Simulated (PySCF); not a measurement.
## Bond curve of RhF

Set-up: basis Rh def2-TZVPP with ECP28, F def2-TZVPP; scalar-relativistic core potentials; PySCF 2.14. Energies in eV from Rh (4d8 5s1) + F in their ground configurations at the same level. State: ³Δ (triplet), unpaired electrons σ ↑, δ ↑.

| R (Å) | ωB97X-V |
| --- | --- |
| 1.666 | -3.020 |
| 1.743 | -3.642 |
| 1.821 | -3.981 |
| 1.879 | -4.103 |
| 1.937 | -4.143 |
| 1.995 | -4.121 |
| 2.073 | -4.023 |
| 2.169 | -3.827 |
| 2.286 | -3.529 |
| 2.441 | -3.092 |

Problem. Put a parabola through the three lowest points of the ωB97X-V curve and estimate Re, k and ωe (reduced mass 16.04 u; 1 eV/Å² = 0.16022 mdyn/Å; ωe = 1302.8·√(k/μ) cm⁻¹).

Solution. Through R = 1.879, 1.937, 1.995 Å the second-order coefficient is 9.22 eV/Å², so Re ≈ 1.945 Å, k ≈ 2.95 mdyn/Å and ωe ≈ 559 cm⁻¹. A polynomial fit of higher order to the unrounded ωB97X-V energies gives Re = 1.943 Å, k = 2.83 mdyn/Å, ωe = 547 cm⁻¹; anharmonicity and rounding make the difference.

The higher-order fit for each curve: ωB97X-V: Re = 1.943 Å, ωe = 547 cm⁻¹, De = 4.14 eV.

The metal atom is held in its measured ground configuration; semilocal functionals can put another filling of s and d lower by some tenths of an eV, and De to that atom would be smaller. Spin–orbit coupling is left out, which matters for elements this heavy, above all for dissociation energies. The state is the lowest single determinant that the PBE0 search found; with open d or f shells the true ground state can be another one.
